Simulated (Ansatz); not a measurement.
Geometry optimisation, RKS LDA/def2-SVP in Ansatz 0.2.0.

The input (input.yaml):

```yaml
crystal:
  periodic: [false, false, false]
  atoms:
    - { symbol: Ga, position_ang: [0.0, 0.0, 0.0] }
    - { symbol: H, position_ang: [0.0, 0.0, 1.92] }
    - { symbol: Cl, position_ang: [1.9398, 0.0, -1.12] }
    - { symbol: Cl, position_ang: [-1.9398, 0.0, -1.12] }
    - { symbol: O, position_ang: [0.0874, -1.9815, 0.659] }
    - { symbol: Si, position_ang: [-0.6827, -3.2781, -0.0814] }
    - { symbol: H, position_ang: [0.2221, -4.4232, -0.1229] }
    - { symbol: H, position_ang: [-1.8795, -3.6315, 0.6764] }
    - { symbol: H, position_ang: [-1.0608, -2.9079, -1.4422] }
    - { symbol: H, position_ang: [0.0441, -1.0002, 1.8157] }
basis:
  gaussian: { orbitals: def2-SVP }
hamiltonian:
  xc: lda
relax:
  f_tol: 0.15
  max_steps: 25
  restrain:
    - { distance: [0, 4], at: 1.79, k: 30.0 }
    - { distance: [9, 1], at: 0.66, k: 30.0 }
    - { distance: [0, 1], at: 2.77, k: 30.0 }
    - { distance: [9, 4], at: 2.21, k: 30.0 }
output:
  orbitals: {}
```

Launched with:

```bash
$ ansatz run input.yaml --threads 4 --pin off --max-ram 5120MiB --backend cpu --events-out ev --progress --plain --runs-dir out
```

Question: Where does it end, and by what steps?

Answer: The run converged. The restraints hold the end off the free minimum. After 11 steps the energy has fallen by 1.464 eV (the restraints' own energy left out); Cl3 moved furthest, 0.95 Å. Joined: H2–H10 (1.01 → 0.73 Å).

```json
{"step": "0", "energy less start (eV)": "0.0000", "largest force component (eV/Å)": "2.996", "accepted": "yes"}
{"step": "1", "energy less start (eV)": "-0.3428", "largest force component (eV/Å)": "3.608", "accepted": "yes"}
{"step": "2", "energy less start (eV)": "-0.6977", "largest force component (eV/Å)": "2.860", "accepted": "yes"}
{"step": "3", "energy less start (eV)": "-1.1230", "largest force component (eV/Å)": "2.631", "accepted": "yes"}
{"step": "4", "energy less start (eV)": "-1.2918", "largest force component (eV/Å)": "1.888", "accepted": "yes"}
{"step": "5", "energy less start (eV)": "-1.3996", "largest force component (eV/Å)": "1.857", "accepted": "yes"}
{"step": "6", "energy less start (eV)": "-1.4322", "largest force component (eV/Å)": "1.812", "accepted": "yes"}
{"step": "7", "energy less start (eV)": "-1.4435", "largest force component (eV/Å)": "1.841", "accepted": "yes"}
{"step": "8", "energy less start (eV)": "-1.4550", "largest force component (eV/Å)": "1.826", "accepted": "yes"}
{"step": "9", "energy less start (eV)": "-1.4679", "largest force component (eV/Å)": "1.503", "accepted": "no"}
{"step": "10", "energy less start (eV)": "-1.4631", "largest force component (eV/Å)": "1.743", "accepted": "yes"}
{"step": "11", "energy less start (eV)": "-1.4640", "largest force component (eV/Å)": "1.744", "accepted": "yes"}
```

```xyz
10
Properties=species:S:1:pos:R:3
Ga 0.144 -0.398 -0.521
H -0.045 -0.240 2.237
Cl 1.856 0.816 -0.643
Cl -1.762 0.295 -1.114
O 0.316 -2.087 0.009
Si -0.732 -3.387 -0.128
H 0.084 -4.638 0.055
H -1.791 -3.333 0.950
H -1.389 -3.410 -1.486
H 0.049 -0.840 1.827
```

Time of the run: 15 s on 4 threads of Arm Neoverse V1, on a shared host, peak memory 0.2 GiB.
